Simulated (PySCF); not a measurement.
# What a mistake does to a calculation on H5NSi3

These are calculations, not measurements. The program is PySCF 2.14.0, an open-source quantum chemistry code, run on an isolated molecule that a program drew, which may never have been made. The molecule is H5NSi3 (charge 0, singlet), drawn as the SMILES string `[SiH][SiH]=N[SiH3]`.

Each row is a Hartree-Fock (HF) and frozen-core CCSD(T) single point in the cc-pV(D+d)Z basis, meant for a local HF minimum. Run 1 is clean. Each other run has one planted mistake out of seven kinds, and not every kind appears here: one electron removed, one electron added, multiplicity raised by two, geometry at a saddle point, minimal basis STO-3G, one bond length entered in bohr, all coordinates scaled. The reference is restricted for singlets and unrestricted otherwise, and also for a bond in bohr. Adding or removing an electron swaps singlet and doublet. Electrons count all cores. HOMO and LUMO are orbital energies over both spins, the gradient is its largest component, and the lowest frequency (negative if imaginary) is given only where the gradient is small. Bond lengths are over the 8 bonds as drawn. T1 is the CCSD diagnostic: over 0.02 (restricted) or 0.045 (unrestricted) a single reference is doubtful.

Geometry of the clean run:
```xyz
9
H5NSi3, angstrom
Si    3.5396   -0.3524    0.2066
Si    1.9022    0.9133   -0.9949
N     0.5834    0.1672   -1.3877
Si   -0.9493   -0.0100   -2.0910
H     4.2938   -0.6412   -1.0753
H     2.1796    2.3481   -1.2855
H    -1.4605    1.2333   -2.7313
H    -0.9255   -1.0605   -3.1404
H    -1.9492   -0.4162   -1.0713
```

| run | electrons | basis functions | <S^2> | HOMO (eV) | LUMO (eV) | gradient (hartree/bohr) | lowest frequency (cm^-1) | mean bond (Å) | longest bond (Å) | T1 | HF (hartree) | CCSD(T) (hartree) | mistake |
|---|---|---|---|---|---|---|---|---|---|---|---|---|---|
| 1 | 54 | 108 | 0.000 | -9.07 | -0.44 | 2.2e-05 | 48 | 1.6397 | 2.393 | 0.0197 | -924.10046 | -924.61235 | no fault |
| 2 | 53 | 108 | 1.196 | -14.59 | -5.45 | 7.3e-02 | - | 1.6397 | 2.393 | 0.0704 | -923.83231 | -924.30468 | one electron removed |
| 3 | 54 | 108 | 2.018 | -8.80 | -0.75 | 3.2e-02 | - | 1.6397 | 2.393 | 0.0278 | -924.08242 | -924.57703 | multiplicity raised by two |
| 4 | 54 | 108 | 1.032 | -8.21 | -0.08 | 1.1e-02 | - | 1.9059 | 4.522 | 0.0271 | -924.03970 | -924.52926 | ? |
| 5 | 55 | 108 | 0.768 | -2.22 | 6.25 | 4.7e-02 | - | 1.6397 | 2.393 | 0.0190 | -924.14819 | -924.66877 | ? |

**Which mistake was planted in run 4, and what did it cost?**

The mean bond changes by a factor of 1.162 and the longest by 1.890, so the molecule wasn't scaled as a whole. A length L in bohr read as angstrom grows by (1/0.5292 - 1) L = 0.890 L. The 8 bonds together grew by 8 x 0.2662 = 2.130 Å, which gives L = 2.394 Å. That is bond Si1-Si2, 2.393 Å in the clean geometry. So the mistake is: one bond length entered in bohr. Subtracting run 1 and multiplying by 627.51 kcal/mol a hartree, the energy moved by 38.1 kcal/mol in HF and 52.1 kcal/mol in CCSD(T).

**Which mistake was planted in run 5, and what did it cost?**

It counts 55 electrons, one more than the clean run, at the same geometry and basis. So the mistake is: one electron added. Subtracting run 1 and multiplying by 627.51 kcal/mol a hartree, the energy moved by -30.0 kcal/mol in HF and -35.4 kcal/mol in CCSD(T).

Cautions from the logs. Run 2: T1 is over the limit, so its CCSD(T) energy is less reliable.
